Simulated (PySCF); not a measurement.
Compound: C₂H₇NOSi.
SMILES: `N(=C\OC)/[SiH3]`

A PySCF run (density fitting, gas phase, GFN2-xTB geometry) gave HOMO -8.47 eV, LUMO -2.02 eV, dipole 0.68 D.

Question: Which of these levels was it?
A. WP04/def2-TZVP
B. PBE0/pcSseg-1
C. CAM-B3LYP/def2-SVPD
D. OPBE/def2-SVPD
E. X3LYP/def2-TZVP

Answer: A. It is WP04/def2-TZVP. All candidates on this geometry:

```
                            level and settings                                   kind  basis functions  SCF cycles     E (Eh)  HOMO (eV)  LUMO (eV)  dipole (D)
              OPBE/def2-SVPD, start guess atom                                    GGA              163          12  -499.5119      -6.04      -0.91        0.85
WP04/def2-TZVP, fitting basis def2-qzvpp-jkfit  global hybrid fitted to proton shifts              203          11  -507.9826      -8.47      -2.02        0.68
              X3LYP/def2-TZVP, start guess sap                          global hybrid              203          16  -499.8728      -7.25       0.01        0.79
                                 PBE0/pcSseg-1                          global hybrid              127          13  -499.4853      -7.40       0.24        0.65
                           CAM-B3LYP/def2-SVPD                 range-separated hybrid              163          13  -499.5618      -8.86       1.17        0.64
```

The nearest other candidate, by the summed differences of HOMO and LUMO, is X3LYP/def2-TZVP: its HOMO differs by +1.22 eV and its LUMO by +2.03 eV. Cycle counts include a coarse-grid stage where the run had one. WP04 was designed for NMR shieldings or shifts; total energies of different functionals aren't comparable.

Shape of the structure used: `[CH3:1][O:2]/[CH:3]=[N:4]/[SiH3:5]`: C1–O2–C3–N4 0°.
